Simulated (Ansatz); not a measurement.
System: CH4BO2 (charge 0, doublet). It need not be the lowest isomer of its formula. SMILES: CO[B]O
Coordinates optimised at B3LYP-D3(BJ)/def2-TZVP (Ansatz, a quantum-chemistry and plane-wave program):
```xyz
8

C      1.7675    -0.2895     0.0553
O      0.4689     0.1585    -0.3205
B     -0.6473    -0.1540     0.3502
O     -1.8563     0.3024    -0.0558
H      1.7279    -0.9121     0.9503
H      2.1900    -0.8626    -0.7700
H      2.3949     0.5817     0.2438
H     -2.5821     0.0130     0.5032
```
Charge 0, spin multiplicity 2.

Quantity: atomisation energy (electronic, to ground-state atoms), in eV. Valence correlation only, unless marked. Open shells are spin-unrestricted. No spin-orbit coupling. No relativistic terms. The coupled-cluster limit lacks core correlation, which all-electron functionals hold. CBS marks a two-point X^-3 extrapolation of the correlation energy; Hartree-Fock from the larger set (for Q and 5 zeta extrapolated as (X+1)exp(-9√X)).

```
level                          program  atomisation energy (eV)
----------------------  --------------  -----------------------
HF/def2-SVP                     Ansatz                    24.26
HF/def2-QZVPP                   Ansatz                    23.97
PBE/def2-TZVPD                  Ansatz                    33.64
BLYP-D3(BJ)/def2-TZVPD  Ansatz + dftd3                    32.96
```

Estimate the value at CCSD(T)/CBS(cc-pVQZ,cc-pV5Z) as computed with Ansatz.

32.72 eV, so BLYP-D3(BJ)/def2-TZVPD differs from it by 0.24 eV.
